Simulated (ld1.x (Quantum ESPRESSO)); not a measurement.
## How hard is this Zr (Z = 40) RRKJ potential?

- Element: zirconium
- Generator: ld1.x (Quantum ESPRESSO) 7.5
- Type: norm-conserving RRKJ (Kleinman–Bylander form)
- Functional: PBEsol
- Relativity: fully relativistic
- Frozen core: [Kr]
- Valence charge: 4
- Reference configuration: 4d2 5s2 5p0
- Partial waves: 5p (bound, empty): rc 4.20 bohr; 4d (bound): rc 2.70 bohr; 5s (bound): rc 2.60 bohr
- Local potential: the s channel
- Core correction: none

Open shells are filled in proportion to 2j + 1 (rel_dist='average').

The pseudo-atom Hamiltonian at the reference potential is diagonalised in spherical Bessel functions j_l(qr) that vanish at 20 bohr, with q² up to the cutoff. All-electron valence levels (Ry): 5p1/2 -0.1119, 5p3/2 -0.1045, 4d3/2 -0.2712, 4d5/2 -0.2617, 5s -0.3281.

Q: How do the lowest levels (Ry) of each channel move with the cutoff, and are there ghosts?

A:

```json
{"cutoff (Ry)": "8", "p1/2 #1": "-0.1119", "p1/2 #2": "0.0439", "p3/2 #1": "-0.1044", "d3/2 #1": "-0.0522", "d3/2 #2": "0.0638", "d5/2 #1": "-0.0521", "d5/2 #2": "0.0638", "s #1": "-0.3253", "f #1": "0.1024", "f #2": "0.2177", "Σ f·Δε (mRy)": "432.3"}
{"cutoff (Ry)": "10", "p1/2 #1": "-0.1119", "p1/2 #2": "0.0439", "p3/2 #1": "-0.1044", "d3/2 #1": "-0.1283", "d3/2 #2": "0.0566", "d5/2 #1": "-0.1258", "d5/2 #2": "0.0568", "s #1": "-0.3270", "f #1": "0.1024", "f #2": "0.2177", "Σ f·Δε (mRy)": "279.7"}
{"cutoff (Ry)": "12", "p1/2 #1": "-0.1119", "p1/2 #2": "0.0439", "p3/2 #1": "-0.1045", "d3/2 #1": "-0.2006", "d3/2 #2": "0.0533", "d5/2 #1": "-0.1949", "d5/2 #2": "0.0535", "s #1": "-0.3275", "f #1": "0.1024", "f #2": "0.2177", "Σ f·Δε (mRy)": "138.0"}
{"cutoff (Ry)": "15", "p1/2 #1": "-0.1119", "p1/2 #2": "0.0439", "p3/2 #1": "-0.1045", "d3/2 #1": "-0.2446", "d3/2 #2": "0.0520", "d5/2 #1": "-0.2367", "d5/2 #2": "0.0522", "s #1": "-0.3275", "f #1": "0.1024", "f #2": "0.2177", "Σ f·Δε (mRy)": "52.6"}
{"cutoff (Ry)": "21", "p1/2 #1": "-0.1119", "p1/2 #2": "0.0439", "p3/2 #1": "-0.1045", "d3/2 #1": "-0.2707", "d3/2 #2": "0.0513", "d5/2 #1": "-0.2613", "d5/2 #2": "0.0516", "s #1": "-0.3279", "f #1": "0.1024", "f #2": "0.2177", "Σ f·Δε (mRy)": "1.3"}
{"cutoff (Ry)": "25", "p1/2 #1": "-0.1119", "p1/2 #2": "0.0439", "p3/2 #1": "-0.1045", "d3/2 #1": "-0.2712", "d3/2 #2": "0.0513", "d5/2 #1": "-0.2617", "d5/2 #2": "0.0516", "s #1": "-0.3280", "f #1": "0.1024", "f #2": "0.2177", "Σ f·Δε (mRy)": "0.3"}
{"cutoff (Ry)": "30", "p1/2 #1": "-0.1119", "p1/2 #2": "0.0439", "p3/2 #1": "-0.1045", "d3/2 #1": "-0.2712", "d3/2 #2": "0.0513", "d5/2 #1": "-0.2617", "d5/2 #2": "0.0516", "s #1": "-0.3280", "f #1": "0.1024", "f #2": "0.2177", "Σ f·Δε (mRy)": "0.2"}
{"cutoff (Ry)": "35", "p1/2 #1": "-0.1119", "p1/2 #2": "0.0439", "p3/2 #1": "-0.1045", "d3/2 #1": "-0.2712", "d3/2 #2": "0.0513", "d5/2 #1": "-0.2617", "d5/2 #2": "0.0516", "s #1": "-0.3281", "f #1": "0.1024", "f #2": "0.2177", "Σ f·Δε (mRy)": "0.1"}
{"cutoff (Ry)": "400", "p1/2 #1": "-0.1119", "p1/2 #2": "0.0439", "p3/2 #1": "-0.1045", "d3/2 #1": "-0.2712", "d3/2 #2": "0.0513", "d5/2 #1": "-0.2617", "d5/2 #2": "0.0516", "s #1": "-0.3281", "f #1": "0.1024", "f #2": "0.2177", "Σ f·Δε (mRy)": "0.0"}
```

Result: no extra level below or beside the all-electron valence levels (p1/2, p3/2, d3/2, d5/2, s, f tested); 10 mRy is reached at 18 Ry and 1 mRy at 25 Ry.
